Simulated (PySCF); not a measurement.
Compound: CH₈O₂Si₄.
Structure used (PBE0-D3(BJ)/def2-SVP), in Å, numbered top down from 1:
```xyz
15
CH8O2Si4 angstrom
O     -1.6149   -0.0780    0.9773
C     -2.4038   -0.0217    0.0608
O     -2.0474    0.0739   -1.1975
Si    -0.3071    0.1140   -1.4424
Si     0.7499   -1.6567   -0.2787
Si     1.4618   -0.1027    1.3576
Si     0.7240    1.6878   -0.0035
H     -3.5032   -0.0436    0.1986
H     -0.2213    0.2367   -2.9249
H      1.8924   -2.2228   -1.0669
H     -0.1415   -2.7774    0.1498
H      0.7739   -0.2184    2.6755
H      2.9443   -0.1108    1.5714
H     -0.1795    2.7120    0.6033
H      1.8584    2.3898   -0.6874
```

The calculation used TDDFT wB97X-D/def2-SVPD, vertical, gas phase, core orbitals frozen in the response in PySCF 2.14.0, density-fitted response routines.

Transition dipole moments from the ground state, in atomic units and in the frame of the coordinates above (overall signs are arbitrary), for the states with f of 0.002 or more among the lowest 10:

| state | E (eV) | μx | μy | μz |
| --- | --- | --- | --- | --- |
| S1 | 4.954 | -0.009 | 0.135 | 0.015 |
| S2 | 5.549 | -0.016 | 0.187 | 0.025 |
| S6 | 6.197 | -0.600 | 0.034 | -0.516 |
| S7 | 6.332 | 0.006 | -0.990 | -0.083 |
| S8 | 6.417 | 0.021 | -0.744 | -0.039 |
| S9 | 6.615 | -0.186 | 0.037 | -0.656 |
| S10 | 6.699 | 0.295 | -0.039 | 0.478 |

Problem. What oscillator strength does each state have?

Solution. f = (2/3) ΔE |μ|² with ΔE in hartree (27.2114 eV).

```tsv
state	|μ|² (au)	|μ| (D)	f
S1	0.019	0.35	0.002
S2	0.036	0.48	0.005
S6	0.628	2.01	0.095
S7	0.987	2.53	0.153
S8	0.555	1.89	0.087
S9	0.466	1.74	0.076
S10	0.317	1.43	0.052
```

Problem. Label these states by symmetry in Cs.

Solution. The ground state is totally symmetric, so the direction of μ fixes the label. Polarised normal to the mirror plane, so A″: S1, S2, S7 and S8. Polarised in the mirror plane, so A′: S6, S9 and S10.

Problem. What angle do the transition dipoles of S6 and S9 make?

Solution. |cos θ| = |μa·μb| / (|μa| |μb|) = 0.83, so θ ≈ 33° (taken between 0 and 90°, since the signs are arbitrary).

Problem. What peak molar absorption coefficient would the strongest computed level give as a lone Gaussian band 0.3 eV wide at half height?

Solution. ε(max) = 2.175×10⁸ f / FWHM, with the width in cm⁻¹. S7: 2.175×10⁸ × 0.1531 / 2420 ≈ 14000 L mol⁻¹ cm⁻¹.

All these states lie below the vertical ionisation energy of 9.19 eV (ΔSCF).

One conformer stands for the species.
